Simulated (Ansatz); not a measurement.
Frontier orbitals of C₃H₄MgO₃ (`[OH][Mg-]1[O]C=CC=[O+]1`).

```xyz
11

O    -3.1008    0.1454    1.3147
Mg   -1.4526    0.0845    0.6341
O    -0.7293   -0.9543   -0.8386
C     0.4675   -0.9138   -1.2333
C     1.4936   -0.1315   -0.7043
C     1.3197    0.7394    0.3700
O     0.2502    0.9476    1.0062
H    -3.6449    0.5451    1.9820
H     0.7207   -1.5641   -2.0815
H     2.4759   -0.2043   -1.1514
H     2.2000    1.3062    0.7022
```

Charge 0, multiplicity 1. Correlated methods include outer-core shells of Mg, which these sets cover unevenly. The geometry is a stationary point of PBE0-D4/def2-TZVP. It is one conformer, not always the lowest. Basis def2-TZVPP, Ansatz 0.2.0.

Orbital energies of one run (eV). Highest occupied ones, from the top: -7.54, -7.68, -7.75, -8.39, -9.75, -11.60, -12.10, -12.45, -12.63, -13.36, -14.30, -15.14, -16.60, -19.18. Empty: -1.92, 0.10, 1.22, 1.94, 2.31, 2.50.

Task: Which functional gave them?
A. r2SCAN
B. CAM-B3LYP
C. ωB97M-V
D. r2SCAN0

Result: D. HOMO energies: r2SCAN0 -7.54, ωB97M-V -9.54, CAM-B3LYP -8.69, r2SCAN -6.09 eV.
